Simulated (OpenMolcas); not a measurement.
As II: CASPT2 settings compared

```json
{"Program": "OpenMolcas 26.06", "Basis": "ANO-R3 [7s6p5d3f2g]", "Scalar Hamiltonian": "X2C, finite nucleus", "Active space": "4 electrons in 8 orbitals (4s 4p 5s 5p)", "State averaging": "2S+1 = 3 even, 3 roots; 2S+1 = 1 even, 6 roots; 2S+1 = 5 odd, 1 root; 2S+1 = 3 odd, 8 roots; 2S+1 = 1 odd, 5 roots (0 in the spin-orbit step)", "Spin-orbit coupling": "RASSI with atomic mean-field integrals over the reference wave functions, term energies averaged over their components"}
```

Methods on the same reference wave functions:
A. CASSCF
B. SS-CASPT2, IPEA 0 Eh, sigma2 regulariser 0.2 Eh (closed shells correlated: 3d)
C. SS-CASPT2, IPEA 0.35 Eh, no level shift (closed shells correlated: 3s 3p 3d)
D. XMS-CASPT2, IPEA 0.1 Eh, imaginary shift 0.3 Eh (closed shells correlated: none)

Energies in eV above 4s² 4p² ³P₀, the measured ground level; measured values from NIST Handbook of Basic Atomic Spectroscopic Data.

```json
{"Level": "4s² 4p² ³P₀", "A": "0.0000", "B": "0.0000", "C": "0.0000", "D": "0.0000", "Measured": "0.0000"}
{"Level": "4s² 4p² ³P₁", "A": "0.1122", "B": "0.1106", "C": "0.1111", "D": "0.1112", "Measured": "0.1319"}
{"Level": "4s² 4p² ³P₂", "A": "0.2757", "B": "0.271", "C": "0.271", "D": "0.271", "Measured": "0.3151"}
{"Level": "4s² 4p² ¹D₂", "A": "1.5090", "B": "1.276", "C": "1.234", "D": "1.249", "Measured": "1.2517"}
{"Level": "4s² 4p² ¹S₀", "A": "2.6392", "B": "2.816", "C": "2.760", "D": "2.742", "Measured": "2.8019"}
{"Level": "4s 4p³ ⁵S°₂", "A": "5.4753", "B": "6.599", "C": "6.599", "D": "6.278", "Measured": "6.7965"}
{"Level": "4s 4p³ ³D°₁", "A": "9.9097", "B": "8.840", "C": "9.202", "D": "9.181", "Measured": "9.1438"}
{"Level": "4s 4p³ ³D°₂", "A": "9.9174", "B": "8.850", "C": "9.212", "D": "9.190", "Measured": "9.1578"}
{"Level": "4s 4p³ ³D°₃", "A": "9.9613", "B": "8.888", "C": "9.251", "D": "9.230", "Measured": "9.2051"}
{"Level": "4s 4p³ ³P°₀", "A": "11.1499", "B": "10.683", "C": "10.839", "D": "10.790", "Measured": ""}
{"Level": "4s 4p³ ³P°₁", "A": "11.1733", "B": "10.703", "C": "10.860", "D": "10.810", "Measured": ""}
{"Level": "4s 4p³ ³P°₂", "A": "11.2117", "B": "10.741", "C": "10.898", "D": "10.848", "Measured": ""}
```

Deviations, from unrounded energies. A percentage is the sum of absolute deviations over the sum of measured energies, with the sign that they share, or ± where signs differ.

```csv
Against measurement,Levels,A,B,C,D
mean absolute deviation (cm-1),8,4100,1200,480,750
fine structure of the ground term (%),2,-13.2,-14.6,-14.5,-14.4
other terms of the ground configuration (%),2,±10.4,+1.0,-1.5,-1.5
other configurations (%),4,±10.5,-3.3,±1.0,±1.8
```

C lies closest to measurement on these levels and A furthest from it. The largest miss of C in the table is 4s 4p³ ⁵S°₂, by -1600 cm-1. The ranking rests on the paired levels alone, and a cruder setting can come out closer through cancelling errors.

Among B to D the level of the table that moves most is 4s 4p³ ³D°₃, by 2900 cm-1 (lowest in B, highest in C). Moves below CASPT2's spread within the term are not significant.

From A to B the spin-free energies of the other terms of 4s² 4p² shown, above ³P, scale by factors of 0.82 to 1.07.

The lowest spin-free term lies below A's lowest term by 0.543 hartree in B, 0.897 hartree in C, 0.050 hartree in D.

CASPT2 does not keep the components of a term degenerate, so their means are used; among the terms shown or strongly mixed into the levels shown the widest spread is 190 cm-1 (4s 4p³ ³D°, D). Over all roots computed the reference weight is 0.86 to 0.96 in B, 0.84 to 0.94 in C; the roots of lowest weight are the least certain, and an intruder state may touch them. Some high roots are left out of the spin-orbit mixing, which shifts the levels that they would mix with. Active for correlation alone: 5p 5s; no level in the range computed is led by a configuration that fills them, so any true level of that kind is missing. Terms of s pⁿ other than that of highest spin mix with s² pⁿ⁻² d, which this space lacks; all of them can be thousands of cm-1 off, and some have no real level of that name. Without dynamic correlation excited terms often stand tens of per cent too high (terms of higher spin than the ground term too low), and those without a measured partner can miss by more than the paired ones (holds for A). Measured partners are found by configuration, term and J. A level has none where our copy of the source lacks it or the pairing is in doubt (some pairs that miss far off the trend of their configuration count as doubtful), and it then counts in no deviation. Only configurations of the active space appear.

° marks odd parity.
